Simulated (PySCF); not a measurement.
**Kr⁹⁺: fine-structure interval**

Kr⁹⁺ [Ar] 3d9 [3d3/2^4 3d5/2^5, M_J = 5/2] → Kr⁹⁺ [Ar] 3d9 [3d3/2^3 3d5/2^6, M_J = 3/2], as a difference of total energies. Calculation: PySCF 2.14, in an uncontracted even-tempered set (18 s from 0.53 bohr⁻², ratio 2.8; 13 p from 0.69 bohr⁻², ratio 2.8; 9 d from 0.69 bohr⁻², ratio 2.8; 4 f from 4.6 bohr⁻², ratio 3); the two-component X2C-1e Hamiltonian. Correlated levels: [Ne] frozen; the 76 highest virtual spinors dropped. "Screened" scales the spin-orbit matrix elements by Boettger's factors to mimic the two-electron term; Breit and QED terms are absent.

```
                    method  fine-structure interval (cm⁻¹)
 GHF (screened spin-orbit)                           10938
GMP2 (screened spin-orbit)                           10975
     GHF (bare spin-orbit)                           15164
```
